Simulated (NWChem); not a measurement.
Species: SiICl2F; SMILES F[Si](Cl)(I)Cl

Program: NWChem. STO-3G and 3-21G are far too small for this property and stand as cheap habits. Geometry: optimised at PBE-D3(BJ)/def2-SVP. def2 effective core potentials on I; no spin-orbit coupling. B3LYP is NWChem's, with the RPA form of VWN correlation. Field at 589 nm.

**Question.** Order these by “anisotropy (bohr³)”, lowest first: B3LYP/STO-3G (all-electron, non-relativistic); B3LYP/def2-SVP (core potentials); B3LYP/def2-SVPD (core potentials).

**Answer.** B3LYP/STO-3G (all-electron, non-relativistic) (28.7), B3LYP/def2-SVPD (core potentials) (31.0), B3LYP/def2-SVP (core potentials) (32.6)
